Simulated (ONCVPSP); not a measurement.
PBE ONCV dataset for La (Z = 57), scalar-relativistic all-electron reference.

- Element: La
- Generator: ONCVPSP 4.0.1
- Type: optimised norm-conserving Vanderbilt (ONCV)
- Functional: PBE
- Relativity: scalar-relativistic
- Frozen core: [Kr] 4d10
- Valence charge: 11
- Reference configuration: 5s2 5p6 5d1 6s1.75 6p0.25
- Partial waves: 5s+6s: rc 2.35 bohr, ncon 3, nbas 7, qcut 6.2 1/bohr, 2 projectors; 5p+6p: rc 2.40 bohr, ncon 5, nbas 9, qcut 5.5 1/bohr, 2 projectors; 5d: rc 2.45 bohr, ncon 3, nbas 6, qcut 3.3 1/bohr, 3 projectors, debl 3.8 Ha; f scattering state at 0.32 Ha: rc 2.65 bohr, ncon 4, nbas 8, qcut 4.2 1/bohr, 1 projector
- Local potential: polynomial inside 1.65 bohr (lpopt 5, dvloc0 2 Ha)
- Core correction: none

In the f channel the program set the typed energies aside and used -0.170 Ha.

All-electron outer shells of the reference configuration (PBE, scalar-relativistic, ld1.x):

```csv
shell,level (eV),outermost node (bohr),outermost maximum (bohr)
4d,-104.14,0.32,0.68
5s,-39.21,0.77,1.41
5p,-22.68,0.83,1.58
6s,-3.84,1.86,3.79
5d,-3.32,0.95,2.21
6p,-1.49,2.20,4.93
```

Q: Does the generator finish with these settings?

A: Yes, a potential is produced and its reference levels are reproduced.

Q: Estimate the cutoffs (Ha) at which the residual kinetic energy of the hardest occupied pseudo-wave falls to 1 and 0.1 mHa per electron.

A: 12 Ha and 15 Ha. The cutoffs count occupied waves only; projector 1 of the f channel, the hardest unoccupied one, needs 39 Ha at the loose tolerance.

Q: What does a ghost test show?

A: No bound ghost flagged but for a GHOST(-) flag that falls on a real empty level of the atom; GHOST(+) flagged for s at 109.1 eV.

Q: Tests: 5s2 5p6 5d1 6s2 6p0; 5s2 5p6 5d1 6s1 6p0; 5s2 5p6 5d1 6s0 6p0; 5s2 5p6 5d1 6s0 6p2. Which has the largest error in its energy relative to the reference configuration, and how large is it?

A: 5s2 5p6 5d1 6s0 6p0, with -3.1 meV (all-electron minus pseudo) on +16.27 eV.
